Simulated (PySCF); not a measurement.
Input file for PySCF: R-B3LYP/3-21G on CH3BrTe (SMILES C[Te]Br), a point of a torsion scan.

```python
from pyscf import gto, scf, dft, mp
from pyscf.data.elements import chemcore

mol = gto.M(
    atom='''
    C    -0.69322062   -0.04627561    0.01324649
    Te    0.97825024    1.31369879   -0.06031256
    Br    2.61246475   -0.41205053    0.63775273
    H    -0.81427626   -0.44874831    1.01152686
    H    -1.56989378    0.52806848   -0.25416685
    H    -0.56017380   -0.85498458   -0.69496169
    ''',
    basis='3-21g',
    charge=0, spin=0, verbose=3, max_memory=1800)
mf = dft.RKS(mol, xc='b3lyp')
mf.conv_tol = 1e-8
mf.max_cycle = 100
mf.kernel()
if not mf.converged:
    mf = mf.newton().run(mf.mo_coeff, mf.mo_occ)
```

Program output:

```
converged SCF energy = -9186.86373562644
```

The calculation finished and met its thresholds.

Cost: about 8 core-seconds (a rough figure).
